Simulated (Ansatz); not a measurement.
C$_{4}$H$_{10}$O, charge +1, doublet, at a GFN2-xTB geometry (a state made from the parent by changing its charge; the spin is typed, not shown lowest); Ansatz (a quantum-chemistry and plane-wave program) with B3LYP/def2-SV(P).

Ansatz was given this input:
Ansatz 0.2 input:
```yaml
crystal:
  periodic: [false, false, false]
  atoms:
    - {symbol: C, position_ang: [-2.35982969, -0.03023635, 0.13916635]}
    - {symbol: C, position_ang: [-0.97011987, 0.00027248, -0.40685575]}
    - {symbol: C, position_ang: [0.09692071, -0.53950406, 0.56070054]}
    - {symbol: C, position_ang: [1.45683769, -0.39082859, -0.09074227]}
    - {symbol: O, position_ang: [1.77147372, 0.95186914, -0.13961120]}
    - {symbol: H, position_ang: [-2.76897938, -1.04563552, 0.20110872]}
    - {symbol: H, position_ang: [-3.03834302, 0.48591634, -0.54588573]}
    - {symbol: H, position_ang: [-2.40990028, 0.39659707, 1.13937189]}
    - {symbol: H, position_ang: [-0.62619785, 1.03693804, -0.58850743]}
    - {symbol: H, position_ang: [-0.93117855, -0.49041316, -1.38693177]}
    - {symbol: H, position_ang: [0.07997256, 0.02408467, 1.49361956]}
    - {symbol: H, position_ang: [-0.12117966, -1.58875650, 0.77466880]}
    - {symbol: H, position_ang: [1.48827799, -0.85532211, -1.09316915]}
    - {symbol: H, position_ang: [2.20739124, -0.94983897, 0.50690880]}
    - {symbol: H, position_ang: [2.60549408, 1.13325596, -0.59790727]}
basis:
  gaussian:
    orbitals: def2-SV_P_.json
hamiltonian:
  xc: b3lyp
total_charge: 1
magnetization: {spin_polarized: true, initial_magnetization: 1}
```
The basis file holds def2-SV(P) in the JSON format of the Basis Set Exchange.

Question: What does Ansatz print? Leave out banner, timings and long lists.

Answer: 
```
Functional definition: B3LYP
1035 factors; integrals over basis functions are off by at most 1.0e-3 eV
mean field evaluation 1: about -6326.8550 eV, gradient 5.7e1 eV
mean field evaluation 2: about -6309.3971 eV, gradient 7.7e1 eV
mean field evaluation 4: about -6342.2795 eV, gradient 1.1e1 eV
mean field evaluation 8: about -6343.0441 eV, gradient 9.4e-1 eV
mean field evaluation 16: about -6343.0517 eV, gradient 4.0e-3 eV
mean field evaluation 32: about -6342.0833 eV, gradient 6.8e0 eV
mean field -6343.05166432 eV, -233.1028491889 hartree, gradient 1.7e-5 eV, S^2 0.753045; 4 other end points of the search recorded, 0 dependent functions left out
reference -6343.05192214 eV, -233.1028586636 hartree; 21, 20 occupied and 69, 70 virtual orbitals, 1035 factors
Total energy: -6343.05192214 eV, -233.1028586636 hartree
```
